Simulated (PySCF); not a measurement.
## CrO₂⁻, quartet: structure and spectrum

All numbers come from UPBE0/[Cr def2-SVPD, O def2-SVPD], no relativity, density fitting, PySCF.

The structure is a higher-order saddle point with 2 imaginary modes (one degenerate set).

```
Point group                                                                   : D∞h
Bond lengths                                                                  : Cr–O 1.669 Å (×2)
Bond angles                                                                   : O–Cr–O 180.0°
Principal polarisabilities                                                    : 50.1, 50.1, 79.4 bohr³
Zero-point energy (real modes)                                                : 10.4 kJ/mol
Principal quadrupole moments (Buckingham, traceless) about the centre of mass : -20.86, 10.43, 10.43 D Å
Lowest empty level (β)                                                        : 3.06 eV
Highest occupied level (α)                                                    : -0.71 eV
Dipole moment about the centre of mass                                        : 0.00 D
Rotational constants                                                          : 0.1892 cm⁻¹
Spin squared ⟨S²⟩                                                             : 3.911
```

Harmonic modes (masses in u: Cr 51.941, O 15.995):
```csv
symmetry,ω (cm⁻¹),"IR (km/mol, summed over degenerate members)"
πu,188i,–
σg+,820,0.0
σu+,919,560
```

In D∞h the vibrations span πu + σg+ + σu+. The σg+ mode carries no infrared intensity, as symmetry demands. With a centre of inversion only u modes can be infrared active and only g modes Raman active.

Charges (e); Mulliken and Löwdin values are unreliable with diffuse functions:
```tsv
atom	Mulliken	Löwdin	polar tensor	spin (Mulliken)	Mayer order to Cr1
Cr1	1.08	0.82	0.97	3.56	–
O2,3	-1.04	-0.91	-0.99	-0.28	1.23
```

Mulliken populations on Cr1: s 6.48, p 12.14, d 4.29, f 0.01.

Outer orbital energies (eV). α occupied: -4.14, -4.14, -3.10, -3.10, -2.08, -2.08, -2.06, -0.71; empty: 3.56, 3.56, 4.20, 4.35. β occupied: -19.10, -18.03, -4.76, -3.90, -3.90, -2.85, -2.85, -2.27; empty: 3.06, 4.83, 4.83, 4.86.

This need not be the most stable arrangement of these atoms. Other spin states or occupations of the open shell can lie lower. The lowest empty level of this anion is unbound, so it and the gap depend on the basis. At this level a quartet minimum of C2v symmetry lies 21 kJ/mol below this structure.

The final relaxation and frequency run took of the order of 40 core-seconds on a shared host.
